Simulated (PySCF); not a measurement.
# Ionisation energy of I⁺ by level of theory

I⁺ [Kr] 4d10 5s2 5p4 [5p1/2^2 5p3/2^2, M_J = 2] → I²⁺ [Kr] 4d10 5s2 5p3 [5p1/2^2 5p3/2^1, M_J = 3/2], as a difference of total energies. All numbers are calculated (PySCF 2.14, the two-component X2C-1e Hamiltonian, in x2c-QZVPPall-2c (13s13p9d4f1g, 134 functions)). Correlated levels: [Ar] 3d10 frozen; the 32 highest virtual spinors dropped. "Screened" scales the spin-orbit matrix elements by Boettger's factors to mimic the two-electron term; Breit and QED terms are absent.

```csv
method,ionisation energy (eV)
GHF (spin-free),17.533
GMP2 (spin-free),18.576
GHF (screened spin-orbit),17.889
GMP2 (screened spin-orbit),18.896
```

How much does correlation contribute at GMP2 (screened spin-orbit)?

18.896 − (17.889) = 1.007 eV, measured against GHF (screened spin-orbit).

The spin-free rows relax to the high-spin LS determinant and lack the spin-orbit shift.

The labels give the starting determinants; with spin-orbit coupling the two ends relaxed to ⟨J²⟩ = 6.03, ⟨L²⟩ = 2.37, ⟨S²⟩ = 1.86 and ⟨J²⟩ = 3.76, ⟨L²⟩ = 0.15, ⟨S²⟩ = 3.60.

For comparison: 19.131 eV (measured; NIST Atomic Spectra Database, ionization energies).
